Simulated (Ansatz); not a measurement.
Mulliken charges of FH₄O₃Si₂, SMILES `O[SiH]O[SiH](O)F` radical from PBE/def2-TZVPP in Ansatz (PBE0-D4/def2-TZVP geometry).

| atom | x (Å) | y (Å) | z (Å) | charge (e) |
| --- | --- | --- | --- | --- |
| O1 | 0.362 | -2.300 | -0.722 | -0.323 |
| Si2 | 1.354 | -0.994 | -0.810 | 0.336 |
| O3 | 0.771 | 0.258 | 0.094 | -0.280 |
| Si4 | -0.635 | 0.829 | 0.663 | 0.637 |
| O5 | -0.802 | 2.414 | 0.384 | -0.336 |
| F6 | -1.784 | 0.005 | -0.089 | -0.290 |
| H7 | -0.563 | -2.175 | -0.950 | 0.195 |
| H8 | 2.644 | -1.432 | -0.206 | -0.052 |
| H9 | -0.791 | 0.616 | 2.105 | -0.081 |
| H10 | -0.555 | 2.779 | -0.468 | 0.193 |

**Question.** By hand: the dipole of these point charges (1 e Å = 4.8032 D).

**Answer.** Σ q r = (0.214, 0.189, -0.182) e Å, of length 0.339 e Å = 1.63 D.

**Question.** How does the dipole of the full density compare? (Best estimate.)

**Answer.** The calculation gave: (-0.022, 0.188, -0.203) e Å, 1.33 D; the point charges give 1.23 times that, at 44° from its direction.

Point charges leave out the atoms' own dipoles, such as those of lone pairs, and Mulliken's split depends on the basis, so the two needn't agree.
